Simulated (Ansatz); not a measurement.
Mulliken charges of ClFH$_{2}$O$_{3}$W, SMILES `[O]=[W]([OH])([OH])([F])[Cl]` from ωB97M-V/def2-TZVPP in Ansatz (PBE0-D4/def2-TZVP geometry).

```csv
atom,x (Å),y (Å),z (Å),charge (e)
O1,-0.338,0.196,1.779,-0.312
W2,-0.097,0.250,0.119,1.159
O3,1.504,-0.642,-0.345,-0.373
O4,-1.013,-1.265,-0.461,-0.341
F5,1.012,1.778,-0.007,-0.330
Cl6,-1.703,1.617,-0.799,-0.219
H7,2.317,-0.128,-0.359,0.202
H8,-1.591,-1.863,0.018,0.213
```

**Question.** By hand: the dipole of these point charges (1 e Å = 4.8032 D).

**Answer.** Σ q r = (-0.054, -0.464, -0.023) e Å, of length 0.468 e Å = 2.25 D.

**Question.** How does the dipole of the full density compare? (An estimate is asked.)

**Answer.** Ansatz gave: (0.022, -0.446, -0.049) e Å, 2.16 D; the point charges give 1.04 times that, at 10° from its direction.

Point charges leave out the atoms' own dipoles, such as those of lone pairs, and Mulliken's split depends on the basis, so the close match here is no proof of good charges.
